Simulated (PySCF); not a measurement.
Two species compared at the same levels of theory.

First species: C5H14OSi.
Numbering: `[CH3:1][CH2:2][O:3][Si:4]([CH3:5])([CH3:6])[CH3:7]` (hydrogens: H8, H9, H10 on C1; H11, H12 on C2; H13, H14, H15 on C5; H16, H17, H18 on C6; H19, H20, H21 on C7)

Second species: C7H14OSi.
Structure used (PBE0-D3(BJ)/def2-SVP), in Å, numbered top down from 1:
```xyz
23
C7H14OSi angstrom
C      3.343    0.726    0.062
C      2.858   -0.517   -0.031
C      1.427   -0.836   -0.049
C      0.997   -2.109   -0.155
O      0.629    0.242    0.047
Si    -1.060    0.409    0.035
C     -1.736   -0.205   -1.600
C     -1.802   -0.507    1.490
C     -1.311    2.250    0.214
H      4.419    0.913    0.069
H      2.667    1.581    0.133
H      3.533   -1.374   -0.103
H      1.723   -2.919   -0.228
H     -0.061   -2.373   -0.171
H     -2.812    0.018   -1.678
H     -1.224    0.295   -2.438
H     -1.606   -1.290   -1.726
H     -2.882   -0.298    1.559
H     -1.673   -1.596    1.416
H     -1.333   -0.175    2.430
H     -0.867    2.615    1.153
H     -2.382    2.504    0.221
H     -0.837    2.791   -0.619
```

Levels: wB97X-D/def2-SVPD for dipole moment, HOMO energy, LUMO energy, HOMO–LUMO gap, static isotropic polarisability and electronic spatial extent ⟨r²⟩ about the centre of nuclear charge; TDDFT wB97X-D/def2-SVPD for lowest singlet excitation; TDA wB97X-D/def2-SVPD for lowest triplet excitation (Tamm–Dancoff); ΔSCF wB97X-D/def2-SVPD for vertical ionisation energy; PBE0-D3(BJ)/def2-SVP for rotational constant A and rotational constant C. Geometries: PBE0-D3(BJ)/def2-SVP. Each species is one conformer at its optimised geometry, gas phase, non-relativistic unless stated. Electronic properties by PySCF.

The conformers computed, where there is a choice (atom-mapped SMILES and torsion angles):
- `[CH3:1][CH2:2][O:3][Si:4]([CH3:5])([CH3:6])[CH3:7]`: C1–C2–O3–Si4 -177°, C2–O3–Si4–C5 180°
- `[CH2:1]=[CH:2][C:3](=[CH2:4])[O:5][Si:6]([CH3:7])([CH3:8])[CH3:9]`: C1–C2–C3–C4 179°, C2–C3–O5–Si6 178°, C3–O5–Si6–C7 -62°

Values for the first species:

```
Dipole moment                                                     : 1.03 D
HOMO energy                                                       : -9.43 eV
LUMO energy                                                       : 2.11 eV
HOMO–LUMO gap                                                     : 11.54 eV
Lowest singlet excitation                                         : 7.57 eV
Lowest triplet excitation (Tamm–Dancoff)                          : 7.49 eV
Static isotropic polarisability                                   : 91.1 au
Vertical ionisation energy                                        : 9.55 eV
Electronic spatial extent ⟨r²⟩ about the centre of nuclear charge : 1244 bohr²
Rotational constant A                                             : 2.912 GHz
Rotational constant C                                             : 1.191 GHz
```

Problem. Estimate the same properties for the second species, and the change in each.

Solution. 
```csv
property,first,second,second less first
dipole moment,1.03 D,1.25 D,+0.22 D
HOMO energy,-9.43 eV,-8.13 eV,+1.30 eV
LUMO energy,2.11 eV,1.09 eV,-1.02 eV
HOMO–LUMO gap,11.54 eV,9.22 eV,-2.32 eV
lowest singlet excitation,7.57 eV,5.55 eV,-2.02 eV
lowest triplet excitation (Tamm–Dancoff),7.49 eV,3.28 eV,-4.21 eV
static isotropic polarisability,91.1 au,116.3 au,+25.2 au
vertical ionisation energy,9.55 eV,8.18 eV,-1.37 eV
electronic spatial extent ⟨r²⟩ about the centre of nuclear charge,1244 bohr²,1720 bohr²,+476 bohr²
rotational constant A,2.912 GHz,1.985 GHz,-0.927 GHz
rotational constant C,1.191 GHz,0.766 GHz,-0.425 GHz
```

On the first: S1 lies 3.97 eV below the HOMO–LUMO gap; its leading configuration is HOMO→LUMO, weight 0.84. The 10 singlets span 7.57 to 9.26 eV, and their oscillator strengths add up to 0.29.

On the second: In atomic units the dipole is 0.49 e·bohr (1 au = 2.5417 D). No computed singlet falls in the visible range (750 to 380 nm, 1.65 to 3.26 eV); S1 lies 2.29 eV above its blue end.
